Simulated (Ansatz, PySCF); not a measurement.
ErF3(NH3) in two programs

ErF3(NH3) (singlet in the valence; each metal's 4f electrons, 11 of them, lie in its core potential, out of spins and levels), relaxed with PySCF 2.14.0, RKS PBE, Er lcecp-1-SVP with ECP57, F def2-SVP, N def2-SVP, H def2-SVP; non-relativistic Hamiltonian with scalar-relativistic core potentials where named; density fitting; no spin-orbit coupling:

```xyz
8

Er    0.0868   -0.0868    0.0868
F     1.0896    1.3491    1.0896
F    -1.3491   -1.0896    1.0896
F     1.0896   -1.0896   -1.3491
N    -1.3450    1.3450   -1.3450
H    -1.9621    1.9621   -0.7960
H    -0.7960    1.9621   -1.9621
H    -1.9621    0.7960   -1.9621
```

There the HOMO–LUMO gap is 5.96 eV. The 4f levels lie in the core potential and are missing.

The same geometry by Ansatz 0.2.0 (PBE, PAW with the 4f shell of lanthanides and the 5f shell of actinides in the valence, a periodic box with 9 Å of vacuum; gaps over both spins; site moments in spheres, but by Gaussian weights under spin-orbit coupling, so that the two can't be compared; unpaired electrons at the start: 3, along z under spin-orbit coupling; the open shells may stand above their lowest state):

```json
{"spin-orbit coupling": "without", "U on f (eV)": "0", "gap (eV)": "1.16", "spin moment on Er1 (μB)": "2.87", "orbital moment of its f shell (μB)": "–", "largest force component (eV/Å)": "0.18"}
```

Task: What does the run without spin-orbit coupling and with U = 5 eV give?

Result: gap (eV): 4.43, spin moment on Er1 (μB): 2.91, largest force component (eV/Å): 0.18. It took 2.5 min on 2 threads of Arm Neoverse V2 (shared host), peak memory 1.3 GiB.

Semilocal functionals tend to give orbital moments well under those of Hund's rules.

Without U the plane-wave gap ends on 4f levels, which the Gaussian run lacks; U moves filled and empty 4f levels apart, though the lowest empty ones can remain 4f.

The spin-orbit runs use fully relativistic datasets of their own, so changes of a few hundredths of an eV needn't come from the coupling.

An lcecp potential fixes the number of 4f electrons, so in runs with it no electron can move into or out of that shell.
